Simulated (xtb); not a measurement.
C4H9O (SMILES CC(C)(C)[O]), doublet, from a rough starting geometry; xtb 6.7.1 with GFN2-xTB.

The xtb input:
```
$ xtb mol.xyz --gfn 2 --uhf 1 --opt vtight --json

# file mol.xyz
14

C      1.28314414    -0.04141255    -0.74856166
C      0.20399721    -0.09382826     0.38922118
C     -0.84349200    -1.16100214    -0.05062179
C     -0.49812475     1.25821648     0.52456895
O      0.83007425    -0.50673286     1.50528170
H      0.77337283     0.18677501    -1.66282347
H      1.93852937     0.82090228    -0.57834863
H      1.80889443    -0.92552227    -0.80487059
H     -1.36591775    -0.88971667    -0.94805569
H     -1.61514475    -1.27443263     0.71566518
H     -0.32286836    -2.12995969    -0.23902478
H      0.23458507     1.95773921     0.96651802
H     -0.82125366     1.60191425    -0.39846399
H     -1.38802402     1.17235771     1.18438309
```

The log (banner, timings and long lists left out):

```
   ID    Z sym.   atoms
    1    6 C      1-4
    2    8 O      5
    3    1 H      6-14

           -------------------------------------------------
          |                Calculation Setup                |
           -------------------------------------------------

           -------------------------------------------------
          |                 G F N 2 - x T B                 |
           -------------------------------------------------

          ...................................................
          :                      SETUP                      :
          :.................................................:
          :  # basis functions                  29          :
          :  # atomic orbitals                  29          :
          :  # shells                           19          :
          :  # electrons                        31          :
          :  max. iterations                   250          :
          :  Hamiltonian                  GFN2-xTB          :
          :  restarted?                      false          :
          :  GBSA solvation                  false          :
          :  PC potential                    false          :
          :  electronic temp.          300.0000000     K    :
          :  accuracy                    1.0000000          :
          :  -> integral cutoff          0.2500000E+02      :
          :  -> integral neglect         0.1000000E-07      :
          :  -> SCF convergence          0.1000000E-05 Eh   :
          :  -> wf. convergence          0.1000000E-03 e    :
          :  Broyden damping             0.4000000          :
          :  net charge                          0          :
          :  unpaired electrons                  1          :
          ...................................................

 iter      E             dE          RMSdq      gap      omega  full diag
   1    -17.2936116 -0.172936E+02  0.302E+00   12.36       0.0  T
   2    -17.3287859 -0.351743E-01  0.155E+00   11.38       1.0  T
   3    -17.3338536 -0.506772E-02  0.102E+00   12.03       1.0  T
   4    -17.3356959 -0.184224E-02  0.161E-01   11.92       1.0  T
   5    -17.3357676 -0.716770E-04  0.979E-02   11.90       1.0  T
   6    -17.3357785 -0.109086E-04  0.552E-02   11.90       1.0  T
   7    -17.3357777  0.762019E-06  0.279E-02   11.90       1.0  T
   8    -17.3357806 -0.287081E-05  0.567E-03   11.90       4.7  T
   9    -17.3357806 -0.178331E-07  0.230E-03   11.90      11.6  T
  10    -17.3357806 -0.126348E-07  0.739E-04   11.90      36.2  T
  11    -17.3357806 -0.160157E-08  0.307E-04   11.90      87.2  T

   *** convergence criteria satisfied after 11 iterations ***

         :::::::::::::::::::::::::::::::::::::::::::::::::::::
         ::                     SUMMARY                     ::
         :::::::::::::::::::::::::::::::::::::::::::::::::::::
         :: total energy             -17.121876510766 Eh    ::
         :: gradient norm              0.096798391805 Eh/a0 ::
         :: HOMO-LUMO gap             11.900792219306 eV    ::
         ::.................................................::
         :: SCC energy               -17.335771122279 Eh    ::
         :: -> isotropic ES            0.029691044297 Eh    ::
         :: -> anisotropic ES          0.003211686910 Eh    ::
         :: -> anisotropic XC          0.006171108987 Eh    ::
         :: -> dispersion             -0.006968862751 Eh    ::
         :: repulsion energy           0.213894611513 Eh    ::
         :: add. restraining           0.000000000000 Eh    ::
         :: total charge               0.000000000000 e     ::
         :::::::::::::::::::::::::::::::::::::::::::::::::::::

      -----------------------------------------------------------
     |                   =====================                   |
     |                        A N C O P T                        |
     |                   =====================                   |
     |               Approximate Normal Coordinate               |
     |                Rational Function Optimizer                |
      -----------------------------------------------------------
      -----------------------------------------------------------
     |                   =====================                   |
     |                        A N C O P T                        |
     |                   =====================                   |
     |               Approximate Normal Coordinate               |
     |                Rational Function Optimizer                |
      -----------------------------------------------------------

          ...................................................
          :                      SETUP                      :
          :.................................................:
          :   optimization level         verytight          :
          :   max. optcycles                   280          :
          :   ANC micro-cycles                  20          :
          :   degrees of freedom                36          :
          :.................................................:
          :   RF solver                   davidson          :
          :   write xtbopt.log                true          :
          :   linear?                        false          :
          :   energy convergence         0.1000000E-06 Eh   :
          :   grad. convergence          0.2000000E-03 Eh/α :
          :   maxmium RF displ.          1.0000000          :
          :   Hlow (freq-cutoff)         0.1000000E-01      :
          :   Hmax (freq-cutoff)         5.0000000          :
          :   S6 in model hess.         20.0000000          :
          ...................................................

generating ANC from exact Hessian ...
Using Lindh-Hessian (1995)
 Shifting diagonal of input Hessian by    5.3219086571297015E-004
 Lowest  eigenvalues of input Hessian
    0.000000    0.000000    0.000000    0.000000    0.000000    0.000000
[...]
 * total energy  :   -17.1299756 Eh     change       -0.8165137E-04 Eh
 * total energy  :   -17.1300183 Eh     change       -0.4268732E-04 Eh
 * total energy  :   -17.1300544 Eh     change       -0.3615151E-04 Eh
 * total energy  :   -17.1301038 Eh     change       -0.4942385E-04 Eh
 * total energy  :   -17.1301324 Eh     change       -0.2854619E-04 Eh
 * total energy  :   -17.1301439 Eh     change       -0.1150622E-04 Eh
 * total energy  :   -17.1301490 Eh     change       -0.5108720E-05 Eh
 * total energy  :   -17.1301507 Eh     change       -0.1661139E-05 Eh
 * total energy  :   -17.1301515 Eh     change       -0.8307465E-06 Eh
 * total energy  :   -17.1301519 Eh     change       -0.4531364E-06 Eh
 * total energy  :   -17.1301521 Eh     change       -0.2103076E-06 Eh
 * total energy  :   -17.1301522 Eh     change       -0.7594168E-07 Eh
   *** GEOMETRY OPTIMIZATION CONVERGED AFTER 15 ITERATIONS ***
         :: total energy             -17.130152221008 Eh    ::
[...]
         :: repulsion energy           0.205707365306 Eh    ::
         :: add. restraining           0.000000000000 Eh    ::
         :: total charge               0.000000000000 e     ::
         :::::::::::::::::::::::::::::::::::::::::::::::::::::

           -------------------------------------------------
          |                Property Printout                |
           -------------------------------------------------

    * Orbital Energies and Occupations

         #    Occupation            Energy/Eh            Energy/eV
      -------------------------------------------------------------
         1        2.0000           -0.6827215             -18.5778
       ...           ...                  ...                  ...
         4        2.0000           -0.6076680             -16.5355
         5        2.0000           -0.5650811             -15.3766
         6        2.0000           -0.5291427             -14.3987
         7        2.0000           -0.5276316             -14.3576
         8        2.0000           -0.5271247             -14.3438
         9        2.0000           -0.4906534             -13.3514
        10        2.0000           -0.4905153             -13.3476
        11        2.0000           -0.4695680             -12.7776
        12        2.0000           -0.4692116             -12.7679
        13        2.0000           -0.4635999             -12.6152
        14        2.0000           -0.4635068             -12.6127
        15        1.9529           -0.3934553             -10.7065
        16        1.0471           -0.3877400             -10.5509 (HOMO)
        17                          0.0401079               1.0914 (LUMO)
        18                          0.0700149               1.9052
        19                          0.0993213               2.7027
        20                          0.1170556               3.1852
        21                          0.1556415               4.2352
        22                          0.1804894               4.9114
        23                          0.1861631               5.0658
        24                          0.2113829               5.7520
        25                          0.2180773               5.9342
        26                          0.2359287               6.4199
        27                          0.2397675               6.5244
       ...                                ...                  ...
        29                          0.3570821               9.7167
      -------------------------------------------------------------
                  HL-Gap            0.4278479 Eh           11.6423 eV
             Fermi-level           -0.2822068 Eh           -7.6792 eV

     #   Z          covCN         q      C6AA      α(0)
     1   6 C        3.752    -0.089    22.269     6.730
     2   6 C        3.767     0.202    17.451     5.954
     3   6 C        3.753    -0.120    22.852     6.817
     4   6 C        3.753    -0.119    22.847     6.816
     5   8 O        0.858    -0.387    21.417     6.205
     6   1 H        0.925     0.063     2.160     2.298
     7   1 H        0.925     0.070     2.084     2.257
     8   1 H        0.925     0.070     2.084     2.258
     9   1 H        0.925     0.041     2.439     2.442
    10   1 H        0.925     0.057     2.233     2.337
    11   1 H        0.925     0.057     2.237     2.339
    12   1 H        0.925     0.057     2.235     2.338
    13   1 H        0.925     0.041     2.437     2.441
    14   1 H        0.925     0.057     2.232     2.336

 Mol. C6AA /au·bohr⁶  :       1329.314823
 Mol. C8AA /au·bohr⁸  :      27726.013833
 Mol. α(0) /au        :         53.566954

Wiberg/Mayer (AO) data.
largest (>0.10) Wiberg bond orders for each atom

 ---------------------------------------------------------------------------
     #   Z sym  total        # sym  WBO       # sym  WBO       # sym  WBO
 ---------------------------------------------------------------------------
     1   6 C    3.923 --     7 H    0.984     8 H    0.984     6 H    0.976
                             2 C    0.803     5 O    0.138
     2   6 C    3.946 --     5 O    1.269     3 C    0.935     4 C    0.934
                             1 C    0.803
     3   6 C    3.976 --     9 H    0.986    11 H    0.984    10 H    0.976
                             2 C    0.935
     4   6 C    3.976 --    13 H    0.986    12 H    0.984    14 H    0.976
                             2 C    0.934
     5   8 O    1.581 --     2 C    1.269     1 C    0.138
     6   1 H    0.995 --     1 C    0.976
     7   1 H    0.995 --     1 C    0.984
     8   1 H    0.995 --     1 C    0.984
     9   1 H    0.998 --     3 C    0.986
    10   1 H    0.996 --     3 C    0.976
    11   1 H    0.996 --     3 C    0.984
    12   1 H    0.996 --     4 C    0.984
    13   1 H    0.998 --     4 C    0.986
    14   1 H    0.996 --     4 C    0.976
 ---------------------------------------------------------------------------

Topologies differ in total number of bonds
Writing topology from bond orders to xtbtopo.mol

molecular dipole:
                 x           y           z       tot (Debye)
 q only:       -0.363       0.322      -1.108
   full:       -0.470       0.366      -1.228       3.470
molecular quadrupole (traceless):
                xx          xy          yy          xz          yz          zz
 q only:        1.291       1.043       1.821      -3.640       1.864      -3.112
  q+dip:        1.364       1.252       2.350      -4.158       2.242      -3.714
   full:        1.623       1.253       2.041      -4.513       2.204      -3.664

optimized geometry written to: xtbopt.xyz

           -------------------------------------------------
          | TOTAL ENERGY              -17.130152221008 Eh   |
          | GRADIENT NORM               0.000113788548 Eh/α |
          | HOMO-LUMO GAP              11.642332869973 eV   |
           -------------------------------------------------

normal termination of xtb
```
